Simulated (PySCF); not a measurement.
Vertical excitations of a molecule C5H12O3Si from TDDFT-M06-2X/def2-SVP in PySCF, as energy in eV (oscillator strength): 6.52 (0.011), 7.41 (0.332), 7.79 (0.082), 7.99 (0.005), 8.18 (0.006), 8.39 (0.009), 8.61 (0.015), 8.73 (0.002), 8.86 (0.002), 8.94 (0.003). Lowest triplet (TDA): 4.57 eV. Coordinates come from a B3LYP-D3(BJ)/def2-SVP optimisation. The values are those of a single conformer.

Problem. Which molecule gave these data?
(A) C=C[Si](OC)(OC)OC
(B) C=CC[Si](O)(OC)OC
(C) C=C[Si](O)(OC)OCC

Solution. A, C=C[Si](OC)(OC)OC
